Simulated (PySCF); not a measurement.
## How methods differ on the ionisation energy of O²⁺

O²⁺ [He] 2s2 2p2 (3P) → O³⁺ [He] 2s2 2p1 (2P), as a difference of total energies. Computed with PySCF 2.14 in dyall-av3z (15s9p3d2f, 71 functions), with scalar relativity by spin-free X2C-1e. Correlated levels: valence: 1s2 frozen; virtual orbitals above 40 to 60 times the deepest correlated orbital energy dropped. The calculations carry no spin-orbit coupling.

```tsv
method	ionisation energy (eV)	difference from reference (eV)
UHF	54.607	-0.329
LDA	55.419	+0.483
PBE	55.270	+0.334
PBE0	55.304	+0.368
r2SCAN	55.600	+0.664
BHandHLYP	55.307	+0.371
B97-3	55.275	+0.339
LC-wPBE	55.467	+0.531
wB97X	55.090	+0.154
MP2 (valence)	54.996	+0.060
SCS-MP2 (valence)	54.846	-0.090
```

Reference: 54.936 eV (semi-empirical (NIST evaluation); NIST Atomic Spectra Database, ionization energies).

Errors of the correlated levels include the incompleteness of this basis and the frozen core.
